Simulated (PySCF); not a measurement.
Gas-phase reaction: 3 TiCl4 + 3 HO2 = 3 TiCl3OH + 3 Cl + O3. Level: PBE0/def2-TZVP; standard pressure 1 bar.

Method: PySCF energies plus ideal-gas RRHO corrections (1 bar). Open shells (unrestricted): HO2 (multiplicity 2), Cl (multiplicity 2, electronic degeneracy 6); the rest are closed-shell singlets. Spin-orbit splitting is ignored; it lowers the true energy and changes the entropy of Cl. TiCl3OH: computed as isolated molecules; such fragments, hydroxides, amides, oligomers or adducts are transient or little studied in the gas. The harmonic model lacks anharmonicity and excited electronic states, which grow with temperature; levels with a mode under 35 cm⁻¹ are left out. Strong static correlation: O3. Soft modes under 120 cm⁻¹ make the harmonic entropy rough for TiCl4, TiCl3OH.

```
T (K)  1000/T (1/K)  log10 K
-----  ------------  -------
500          2.0000    -7.32
600          1.6667    -4.58
800          1.2500    -1.06
1000         1.0000     1.13
1200         0.8333     2.64
1400         0.7143        ?
```

Task: Fit log10 K = a + b·(1000/T) to the five rows, get the mean ΔH° and ΔS°, and predict log10 K at 1400 K.

Result: Means: 1000/T = 1.3500, log10 K = -1.838. Sums of products about the means: Sxy = -7.86207, Sxx = 0.922278, so b = Sxy/Sxx = -8.52 and a = -1.838 − (-8.52)×1.3500 = 9.66.
ΔH° = −R ln 10 × 1000 K × b = −19.145 × (-8.52) = 163 kJ; ΔS° = R ln 10 × a = 185 J/K. The run's own values go from 156 kJ and 171 J/K at 500 K to 180 kJ and 200 J/K at 1400 K.
Prediction at 1400 K: 9.66 + (-8.52)×0.7143 = 3.57. The computed value is 3.74, 0.17 from the line.
For scale, ΔH°(298 K) is 149 kJ at this level, 127 kJ at ωB97M-V/def2-TZVP†, and runs from -110 to 165 kJ over the 19 levels computed († marks an energy on the PBE0/def2-TZVP geometry).
